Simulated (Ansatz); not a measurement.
Molecule: sum formula AlOH (charge 0, singlet). SMILES: [OH][Al]
Geometry: optimised at B3LYP-D3(BJ)/def2-TZVP (Ansatz, an electronic-structure program).

Wanted: atomisation energy (electronic, to ground-state atoms), in kcal/mol. Cores are frozen in the correlated levels unless marked. UHF or UKS for open shells. Spin-orbit coupling is left out. No relativistic terms. The coupled-cluster limit lacks core correlation, which all-electron functionals hold. CBS marks a two-point X^-3 extrapolation of the correlation energy; Hartree-Fock from the larger set (for Q and 5 zeta extrapolated as (X+1)exp(-9√X)).

```csv
level,program,atomisation energy (kcal/mol)
PBE0/6-31G*,Ansatz,222.0
MP2/def2-SVPD,Ansatz,233.8
MP2/aug-cc-pV(Q+d)Z,Ansatz,246.4
RI-MP2/def2-QZVPPD,Ansatz,245.3
CCSD/cc-pV(5+d)Z,Ansatz,233.3
"CCSD/CBS(aug-cc-pV(T+d)Z,aug-cc-pV(Q+d)Z)",Ansatz,235.0
"CCSD(T)/CBS(cc-pV(Q+d)Z,cc-pV(5+d)Z)",Ansatz,239.9
```
